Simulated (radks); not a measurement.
Problem. B2+, 3 electrons, occupied as [He] 5d1 (not the ground configuration). Calculated with a radial shooting solver on a logarithmic mesh with Libxc functionals: non-relativistic Kohn-Sham, r2SCAN, spin-polarised, spherical densities, point nucleus; open shells are filled with parallel spins first; meta-GGA in the generalised Kohn-Sham scheme. Some entries of the table are withheld. Estimate them.

| orbital | occ. | eigenvalue (eV) | <1/r> (bohr^-1) |
|---|---|---|---|
| 1s down | 1 | (1) | (2) |
| 1s up | 1 | (3) | (4) |
| 5d up | 1 | -4.2472 | 0.1192 |

Solution. 
(1) 1s down eigenvalue (eV): -231.0964
(2) 1s down <1/r> (bohr^-1): 4.688
(3) 1s up eigenvalue (eV): -231.0930
(4) 1s up <1/r> (bohr^-1): 4.688
